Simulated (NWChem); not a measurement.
System: BF

The following NWChem deck was run.

```
start job
memory heap 200 mb stack 900 mb global 1100 mb
geometry units angstroms noautoz
  B      0.000000     0.000000    -0.815066
  F      0.000000     0.000000     0.459570
end
basis spherical
  * library aug-cc-pvdz
end
dft
  xc xtpss03 ctpss03
  iterations 150
  mulliken
end
task dft energy
```

The geometry was optimised at PBE-D3(BJ)/def2-SVP.

Q: Give the results of this calculation. (TPSS/aug-cc-pVDZ.) Quantities: basis functions; energy (Ha); highest occupied level (eV); orbital gap (eV); dipole (D).

A: 
```yaml
number_of_basis_functions: 46
energy (Ha): -124.68
highest occupied level (eV): -6.99
orbital gap (eV): 4.95
dipole (D): 1.04
```
